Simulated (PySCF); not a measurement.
C4H9F, SMILES CC(C)(C)F.

Coordinates come from a PBE-D3(BJ)/def2-SVP optimisation.

Method: PySCF 2.14.0 with TDDFT-ωB97X/def2-SVPD.

Vertical excitations; the highest root listed may be one member of a degenerate set. The molecule is in vacuum. State labels are in the subgroup Cs.

Computed UV-visible absorptions:
| state | symmetry | energy (eV) | λ (nm) | f | main pairs |
|---|---|---|---|---|---|
| S1 | A" | 9.52 | 130 | 0.061 | HOMO−1→LUMO (degenerate set) |
| S2 | A' | 9.52 | 130 | 0.061 | HOMO→LUMO (degenerate set) |
| S3 | A" | 10.30 | 120 | 0.074 | HOMO−1→LUMO+3 72 % |
| S4 | A' | 10.30 | 120 | 0.074 | HOMO→LUMO+3 72 % |
| S5 | A" | 10.44 | 119 | 0.000 | HOMO−2→LUMO 67 % |
| S6 | A' | 10.59 | 117 | 0.012 | HOMO−4→LUMO (degenerate set) |
| S7 | A" | 10.59 | 117 | 0.012 | HOMO−3→LUMO (degenerate set) |
| S8 | A' | 10.83 | 114 | 0.010 | HOMO−1→LUMO+1, HOMO→LUMO+2, HOMO−6→LUMO, HOMO−2→LUMO+1 (degenerate set) |
| S9 | A" | 10.83 | 114 | 0.010 | HOMO→LUMO+1, HOMO−1→LUMO+2, HOMO−7→LUMO, HOMO−2→LUMO+2 (degenerate set) |
| S10 | A' | 10.98 | 113 | 0.006 | HOMO→LUMO+2 46 %, HOMO−1→LUMO+1 45 % |
| T1 | A" | 9.35 | 133 | 0 | HOMO−1→LUMO (degenerate set) |
| T2 | A' | 9.35 | 133 | 0 | HOMO→LUMO (degenerate set) |
| T3 | A" | 9.84 | 126 | 0 | HOMO−1→LUMO+3 55 %, HOMO−1→LUMO+10 13 %, HOMO−1→LUMO 11 % |
| T4 | A' | 9.85 | 126 | 0 | HOMO→LUMO+3 55 %, HOMO→LUMO+10 13 %, HOMO→LUMO 11 % |
Triplets are in the Tamm–Dancoff approximation, which puts them higher than full response would, so one can lie above its singlet here.
